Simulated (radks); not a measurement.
Charge is removed step by step from the 2p down level of the calcium ion Ca3+, starting from [He] 2s2 2p(up 3, down 3) 3s2 3p5. Method: scalar-relativistic Kohn-Sham, r2SCAN, spin-polarised, spherical densities, finite nucleus; open shells are filled with parallel spins first; meta-GGA in the generalised Kohn-Sham scheme; Fermi nuclear charge, rms radius 3.4776 fm; computed with a radial shooting solver on a logarithmic mesh with Libxc functionals.

removed (e)  E - E(0) (eV)  eigenvalue (eV)  E minus straight line (eV)
0                    0.000          -374.46                       0.000
0.125               47.179          -380.58                      -2.713
0.25                95.126          -386.73                      -4.659
0.375               143.84          -392.92                      -5.833
0.5                 193.34          -399.14                      -6.233
0.625               243.61          -405.39                      -5.853
0.75                294.66          -411.67                      -4.689
0.875               346.50          -417.98                      -2.740
1                   399.14          -424.31                       0.000

Removing the whole electron costs 399.14 eV by Delta-SCF, against 374.46 eV from minus the eigenvalue at the starting occupation. Slater's transition state (half an electron removed) gives 399.14 eV. Integrating minus the eigenvalue over the occupation (Janak's theorem) gives 399.22 eV. In this scalar-relativistic scheme the density is built from large components alone, so the theorem holds only approximately. The mean slope of the eigenvalue, de/dn, is 49.9 eV per electron.
